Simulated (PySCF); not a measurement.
**Telling isomers of C6H6FN3 apart by NMR**

Theoretical values (PySCF): GFN2-xTB structure, PBE0/pcSseg-1 with gauge-including orbitals. Non-relativistic, fast rotation and ring inversion assumed for equivalent nuclei, no solvent model, one conformer.

Referencing at the same level of theory: 1H (31.72 ppm), 13C (186.93 ppm) against TMS. Splittings of carbon signals by F and P are missing where no couplings were computed. Where no couplings were computed, multiplicities follow the n + 1 count of equivalent neighbours, and m marks all less simple cases (inequivalent or close neighbours, rings, F or P nearby). Shifts are as computed. Against solution values, carbons near 30 ppm lie about +3 ppm off and those near 130 ppm about +5 ppm. Of 1211 compounds with measured shifts, 218 miss one by over three times the rms of a fit or turn the order of signals round; such compounds aren't used in these exercises.

(1) Tabulate the signals of `C#Cc1nn(CC)nc1F`, `CCn1nc(F)cc1C#N`, `C#CCn1nc(C)c(F)n1` and their relative energies.

(2) What is the quickest way to tell C#Cc1nn(CC)nc1F from CCn1nc(F)cc1C#N?

(3) What is the quickest way to tell CCn1nc(F)cc1C#N from C#CCn1nc(C)c(F)n1?

(4) What is the quickest way to tell C#Cc1nn(CC)nc1F from C#CCn1nc(C)c(F)n1?

## Answers

(1) 
```tsv
SMILES	carbon types	δC	δH	E rel. (kcal/mol)
C#Cc1nn(CC)nc1F	3×C 1×CH 1×CH2 1×CH3	174.7, 119.5, 93.7, 75.8, 52.6, 19.2	4.34 (q, 2H), 2.99 (s, 1H), 1.48 (t, 3H)	41.7
CCn1nc(F)cc1C#N	3×C 1×CH 1×CH2 1×CH3	170.7, 118.0, 116.1, 107.3, 49.9, 18.9	6.46 (m, 1H), 4.36 (q, 2H), 1.53 (t, 3H)	0.0
C#CCn1nc(C)c(F)n1	3×C 1×CH 1×CH2 1×CH3	170.6, 133.4, 82.5, 82.1, 46.1, 11.1	4.96 (d, 2H), 2.50 (s, 3H), 1.85 (t, 1H)	45.2
```

Energies are electronic energies at PBE0/pcSseg-1 on these geometries, without zero-point or thermal terms, each for the one conformer computed, which needn't be the lowest.

(2) Both give the same number of carbon signals, with the same numbers of each carbon type, so the positions decide. The first has an alkyne carbon (C) at 75.8 ppm, the second an aromatic CH at 107.3 ppm. Their most deshielded carbons lie at 174.7 and 170.7 ppm. In the proton spectra the most deshielded non-exchanging signals are 4.34 (q, 2H) and 6.46 (m, 1H).

(3) Both give the same number of carbon signals, with the same numbers of each carbon type, so the positions decide. The first has an aromatic CH at 107.3 ppm, the second an alkyne carbon (C) at 82.5 ppm. Their most deshielded carbons lie at 170.7 and 170.6 ppm. In the proton spectra the most deshielded non-exchanging signals are 6.46 (m, 1H) and 4.96 (d, 2H).

(4) Both give the same number of carbon signals, with the same numbers of each carbon type, so the positions decide. The first has a substituted aromatic carbon next to a ring nitrogen (C) at 119.5 ppm, the second a substituted aromatic carbon next to a ring nitrogen (C) at 133.4 ppm. Their most deshielded carbons lie at 174.7 and 170.6 ppm. In the proton spectra the most deshielded non-exchanging signals are 4.34 (q, 2H) and 4.96 (d, 2H).
